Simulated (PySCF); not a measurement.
Correlation energy of Kr⁺ (krypton, charge +1)

[Ar] 3d10 4s2 4p5, 2P determinant. Computed with PySCF 2.14 in aug-cc-pwCVTZ-PP with ECP10MDF (8s7p6d4f1g, 96 functions), with a scalar-relativistic core potential. Frozen: 3s2 3p6 3d10; 7 electrons correlated.

MP2 pair energies summed by pair of shells (mhartree):

```json
{"pair": "4p-4p", "energy": "-89.55", "share (%)": "61.2"}
{"pair": "4s-4p", "energy": "-48.34", "share (%)": "33.0"}
{"pair": "4s-4s", "energy": "-8.50", "share (%)": "5.8"}
```

Total MP2 correlation energy: -146.39 mhartree.

Same-spin part -32.43 and opposite-spin part -113.96 mhartree; SCS-MP2 scales them by 1/3 and 6/5 to -147.56 mhartree.
